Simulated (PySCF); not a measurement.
C₆ coefficients of unlike pairs at PBE

Calculated with PySCF 2.14 from the dipole response of each species, C₆(A,B) = (3/π) ∫ α_A(iu) α_B(iu) du, in atomic units, from isotropic polarisabilities. For ions this is the dispersion term alone; charge-induced terms of lower order in 1/R come first.

| species | configuration | basis | relativity | α (bohr³) | C₆ (like pair) |
| --- | --- | --- | --- | --- | --- |
| Co⁺ | [Ar] 3d8 (3F) | x2c-TZVPPall with one added diffuse shell each of s, p, d, f type (7s6p5d3f1g) | spin-free X2C | 10.30 | 36.53 |
| Cl | [Ne] 3s2 3p5 (2P) | aug-cc-pV(Q+d)Z with one added diffuse shell each of s, p, d, f, g type (8s7p6d4f3g) | none | 15.77 | 100.2 |
| Be²⁺ | 1s2 (1S) | dyall-acv3z (15s9p4d2f) | none | 0.05520 | 0.01204 |
| Al | [Ne] 3s2 3p1 (2P) | aug-cc-pCVTZ-DK (8s7p5d3f) | spin-free X2C | 65.62 | 584.6 |

Problem. Estimate C₆ for Be²⁺ with Cl.

Solution. The integral gives 0.6785. The combination rule 2 C_A C_B / (C_A α_B/α_A + C_B α_A/α_B) gives 0.6364 and the geometric mean 1.099.

No spin-orbit coupling is included.

The other pairs:

| pair | C₆ |
| --- | --- |
| Be²⁺, Co⁺ | 0.4682 |
| Al, Be²⁺ | 1.053 |
| Al, Cl | 214.4 |
| Al, Co⁺ | 128.7 |
| Cl, Co⁺ | 59.81 |
